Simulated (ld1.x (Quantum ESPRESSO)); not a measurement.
# Before and after: TM semilocal potential for mercury (Hg)

Hg (Z = 80), norm-conserving Troullier–Martins (semilocal form), made with ld1.x (Quantum ESPRESSO) 7.5 (PBEsol, scalar-relativistic). Core [Kr] 4d10 4f14, reference 5s2 5p6 5d10 6s0 6p0 (charge +2). Waves: 5s (bound): rc 1.20 bohr; 5p (bound): rc 1.10 bohr; 5d (bound): rc 1.80 bohr. Local part: the d channel. Core correction: none.

Change: wave 5s (bound): rc 1.20 bohr becomes 5s (bound): rc 0.88 bohr.

Cutoffs: the cutoffs (Ry, on a coarse ladder) from which the occupation-weighted sum of valence levels, in a spherical-Bessel basis at the reference potential, stays within 10 and 1 mRy of its value at 400 Ry; they do not see the model core or the augmentation charge, which bear on the density cutoff. Errors are all-electron minus pseudo energies relative to the spin-unpolarised reference configuration.

Q: How do hardness, ghosts and transferability respond?

A: The potential gets harder (160 Ry and 230 Ry → 200 Ry and 300 Ry); of the 7 tests that both files solve, the error grows in 0 and shrinks in 4 by more than 15 % and 0.3 meV (median size 999.3 → 201.5 meV); the range in which the s phases agree widens (upper end -3.0 → -1.8); neither file shows a bound ghost. A smaller radius makes the pseudo-wave follow the all-electron one further in, where it bends more sharply, so more plane waves are needed. Less of the atom is replaced, so other configurations are described better. A semilocal file is local in each channel, so a ghost entry of none says nothing of the separable form that plane-wave codes build from it.

| quantity | base | changed |
| --- | --- | --- |
| cutoff, loose | 160 Ry | 200 Ry |
| cutoff, tight | 230 Ry | 300 Ry |
| loose cutoff by channel (10 mRy a level) | s 100 Ry, p 80 Ry, d 40 Ry | s 140 Ry, p 80 Ry, d 40 Ry |
| bound ghosts | none | none |
| error for 5s2 5p6 5d10 6s2 6p0, meV [ΔE -29.74 eV] | +1664 | +333 |
| error for 5s2 5p6 5d10 6s1 6p0, meV [ΔE -19.00 eV] | +999 | +202 |
| error for 5s2 5p6 5d9 6s0 6p0, meV [ΔE 35.55 eV] | -6.7 | -6.7 |
| error for 5s2 5p6 5d10 6s0 6p1, meV [ΔE -11.50 eV] | +50 | +50 |
| error for 5s2 5p5 5d10 6s2 6p0, meV [ΔE 43.55 eV] | +2341 | +402 |
| error for 5s2 5p6 5d9 6s2 6p1, meV [ΔE -19.33 eV] | +2082 | +443 |
| error for 5s2 5p6 5d10 6s0 6p2, meV [ΔE -17.03 eV] | +70 | +70 |
| s: phases at 1.94 bohr within 0.05 rad from the reference energy up to (Ry; the scan ends near 5) | -3.0 | -1.8 |
| p: phases at 1.94 bohr within 0.05 rad from the reference energy up to (Ry; the scan ends near 5) | 0.3 | 0.3 |
| d: phases at 1.94 bohr within 0.05 rad from the reference energy up to (Ry; the scan ends near 5) | 3.5 | 3.5 |
